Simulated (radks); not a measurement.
Initial-state core-level shifts of neutral phosphorus when its valence configuration changes from [Ne] 3s2 3p3. All-electron calculation, scalar-relativistic Kohn-Sham, r2SCAN, spin-unpolarised, spherical densities, finite nucleus; meta-GGA in the generalised Kohn-Sham scheme; Fermi nuclear charge, rms radius 3.1889 fm. Program: a radial shooting solver on a logarithmic mesh with Libxc functionals. Shifts are changes of the shell-averaged eigenvalues in eV (positive: less bound); the change of the density at the nucleus, which sets a Mossbauer isomer shift, is in e/bohr^3, on a base of 2391.

[
 {"valence": "3s1.5 3p3.5", "1s": "-0.880", "2s": "-0.837", "2p": "-0.837", "density at nucleus": "-3.3238"},
 {"valence": "3s1 3p4", "1s": "-1.738", "2s": "-1.653", "2p": "-1.652", "density at nucleus": "-6.7127"},
 {"valence": "3s0.5 3p4.5", "1s": "-2.576", "2s": "-2.450", "2p": "-2.448", "density at nucleus": "-10.1596"},
 {"valence": "3p5", "1s": "-3.396", "2s": "-3.230", "2p": "-3.228", "density at nucleus": "-13.6587"}
]
